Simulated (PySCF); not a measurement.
## Relaxation of doublet SbH₄

Computed with UPBE0 in PySCF with Sb def2-TZVP with ECP28, H def2-TZVP; scalar-relativistic core potentials, no spin–orbit coupling; density-fitted integrals. A (50,194) grid was used.

A start displaced from a saddle point along its imaginary mode, of D2d symmetry, held to at least that symmetry:

```xyz
5
charge 0 multiplicity 2, angstrom
Sb    0.0000    0.0000    0.0000
H     1.7451    0.0000   -0.1200
H     0.0000    1.7451    0.1200
H    -1.7451    0.0000   -0.1200
H     0.0000   -1.7451    0.1200
```

Optimiser trace:
```
step  E − E(last) (kJ/mol)  largest gradient (Eh/bohr)
   0                 45.15                     0.00761
   1                 22.90                     0.00678
   2                  2.88                     0.00809
   3                  0.41                     0.00302
   4                  0.00                     0.00026
   5                  0.00                     0.00001
```

It ends at D2d with Sb–H 1.713 Å (×4); H–Sb–H 94.7° (×4), H–Sb–H 146.8° (×2). A frequency run shows 1 imaginary mode, down to 1128i cm⁻¹, so it is a saddle point.

No spin–orbit coupling is included, which matters more the heavier the element.

The relaxation took roughly 23 core-seconds on a shared host.
